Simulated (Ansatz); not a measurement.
Start from `[F][Ga]([SH])[SeH]` and change one atom or group to get `[NH2][Ga]([F])[SH]`.

Ansatz, PBE0-D4/def2-TZVP geometries, multiplicity 1. Each molecule was computed in one conformer, which needn't be the lowest.

Scalar relativity is left out up to krypton.

```tsv
property	`[F][Ga]([SH])[SeH]`
LUMO energy (ωB97M-V/def2-TZVPP) / eV	0.55
size of the dipole moment (B3LYP/def2-TZVPP) / D	1.60
HOMO energy (ωB97M-V/def2-TZVPP) / eV	-9.81
LUMO energy (PBE0/def2-TZVPP) / eV	-1.31
HOMO–LUMO gap (PBE0/def2-TZVPP) / eV	6.37
LUMO energy (B3LYP/def2-TZVPP) / eV	-1.62
```

(1) Give the same properties after the change, and the shifts. (Best estimate.)

Results:

(1) Computed: 
| property | `[NH2][Ga]([F])[SH]` | shift |
| --- | --- | --- |
| LUMO energy (ωB97M-V/def2-TZVPP) / eV | 1.09 | 0.54 |
| size of the dipole moment (B3LYP/def2-TZVPP) / D | 1.96 | 0.36 |
| HOMO energy (ωB97M-V/def2-TZVPP) / eV | -9.91 | -0.10 |
| LUMO energy (PBE0/def2-TZVPP) / eV | -0.68 | 0.63 |
| HOMO–LUMO gap (PBE0/def2-TZVPP) / eV | 6.97 | 0.60 |
| LUMO energy (B3LYP/def2-TZVPP) / eV | -1.03 | 0.59 |

Dipoles are sizes alone; their direction can turn.

B3LYP here is the variant with VWN-RPA as its local correlation; programs differ in this.
